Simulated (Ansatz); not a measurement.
Geometry optimisation, RKS revPBE/def2-SVP in Ansatz 0.2.0.

The input (input.yaml):

```yaml
crystal:
  periodic: [false, false, false]
  atoms:
    - { symbol: C, position_ang: [0.9191, 1.6235, -0.0323] }
    - { symbol: Se, position_ang: [0.5398, 0.6916, 1.6087] }
    - { symbol: Si, position_ang: [-0.8235, -0.8273, 0.5372] }
    - { symbol: Te, position_ang: [0.6589, -2.2338, -0.9648] }
    - { symbol: H, position_ang: [1.382, 1.0031, -0.7955] }
    - { symbol: H, position_ang: [-0.0896, 2.045, -0.4692] }
    - { symbol: H, position_ang: [1.5482, 2.5428, 0.1751] }
    - { symbol: H, position_ang: [0.48768, 0.28432, 3.08257] }
    - { symbol: H, position_ang: [-1.8151, -0.1093, -0.1886] }
    - { symbol: H, position_ang: [-0.8337, -3.1188, -1.4147] }
basis:
  gaussian: { orbitals: def2-SVP }
hamiltonian:
  xc: revpbe
relax:
  f_tol: 0.02
  max_steps: 50
```

Run as:

```bash
$ ansatz run input.yaml --threads 2 --pin off --max-ram 3072MiB --backend cpu --events-out ev --progress --plain --runs-dir out
```

Problem. Where does it end, and by what steps?

Solution. It converged. After 20 steps the energy has fallen by 3.396 eV; H10 moved furthest, 1.70 Å.

```json
{"step": "0", "energy less start (eV)": "0.0000", "largest force component (eV/Å)": "4.478", "accepted": "yes"}
{"step": "1", "energy less start (eV)": "-1.0060", "largest force component (eV/Å)": "1.816", "accepted": "yes"}
{"step": "2", "energy less start (eV)": "-1.4952", "largest force component (eV/Å)": "1.229", "accepted": "yes"}
{"step": "3", "energy less start (eV)": "-1.9067", "largest force component (eV/Å)": "1.860", "accepted": "yes"}
{"step": "4", "energy less start (eV)": "-2.3214", "largest force component (eV/Å)": "2.055", "accepted": "yes"}
{"step": "5", "energy less start (eV)": "-2.6465", "largest force component (eV/Å)": "1.864", "accepted": "yes"}
{"step": "6", "energy less start (eV)": "-2.9629", "largest force component (eV/Å)": "1.192", "accepted": "yes"}
{"step": "7", "energy less start (eV)": "-3.1215", "largest force component (eV/Å)": "0.481", "accepted": "yes"}
{"step": "8", "energy less start (eV)": "-3.1499", "largest force component (eV/Å)": "0.143", "accepted": "yes"}
{"step": "9", "energy less start (eV)": "-3.1601", "largest force component (eV/Å)": "0.177", "accepted": "yes"}
{"step": "10", "energy less start (eV)": "-3.1960", "largest force component (eV/Å)": "0.245", "accepted": "yes"}
{"step": "11", "energy less start (eV)": "-3.2322", "largest force component (eV/Å)": "0.592", "accepted": "yes"}
{"step": "12", "energy less start (eV)": "-3.2761", "largest force component (eV/Å)": "0.609", "accepted": "yes"}
{"step": "13", "energy less start (eV)": "-3.3211", "largest force component (eV/Å)": "0.399", "accepted": "yes"}
{"step": "14", "energy less start (eV)": "-3.3647", "largest force component (eV/Å)": "0.157", "accepted": "yes"}
{"step": "15", "energy less start (eV)": "-3.3849", "largest force component (eV/Å)": "0.092", "accepted": "yes"}
{"step": "16", "energy less start (eV)": "-3.3912", "largest force component (eV/Å)": "0.035", "accepted": "yes"}
{"step": "17", "energy less start (eV)": "-3.3926", "largest force component (eV/Å)": "0.135", "accepted": "yes"}
{"step": "18", "energy less start (eV)": "-3.3936", "largest force component (eV/Å)": "0.094", "accepted": "yes"}
{"step": "19", "energy less start (eV)": "-3.3961", "largest force component (eV/Å)": "0.022", "accepted": "yes"}
{"step": "20", "energy less start (eV)": "-3.3964", "largest force component (eV/Å)": "0.010", "accepted": "yes"}
```

```xyz
10
Properties=species:S:1:pos:R:3
C 0.900 1.533 -0.080
Se -0.164 1.040 1.514
Si -1.218 -1.347 1.190
Te 0.419 -2.451 -0.504
H 1.389 0.621 -0.475
H 0.177 1.931 -0.815
H 1.635 2.312 0.198
H 1.009 0.590 2.314
H -2.075 -0.654 0.108
H -0.097 -1.674 -1.911
```

Whether the end is a true minimum wasn't checked by a vibrational analysis.

Run time: 66 s on 2 threads of Arm Neoverse V1 (shared host), peak memory 0.18 GiB.
